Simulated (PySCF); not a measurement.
Computed IR spectrum (relative IR intensity) of a molecule CH₇BO₂Si. Geometry optimised at r2SCAN-D4/def2-SVP. One conformer was computed; it need not be the lowest. These are r2SCAN-D4/def2-SVP (PySCF) values and carry that method's errors. Frequencies are harmonic and unscaled.

Lines under 2 % of the strongest are left out, and lines within 2 cm⁻¹ are merged.

ν (cm⁻¹): 368 (w), 494 (vw), 527 (s), 573 (w), 628 (m), 672 (vw), 723 (m), 880 (s), 882 (m), 936 (m), 996 (s), 1020 (m), 1251 (w), 1299 (vs), 1409 (s), 1431 (w), 2168 (s), 2175 (m), 3040 (vw), 3777 (m), 3873 (m) (against the strongest line: vs over 80 %, s over 45 %, m over 15 %, w over 4 %, vw less)

Question: Which molecule gave these data?
A. C[SiH2]B(O)O
B. COB(O)[SiH3]
C. COBO[SiH3]
D. CB(O)O[SiH3]

Answer: A, C[SiH2]B(O)O
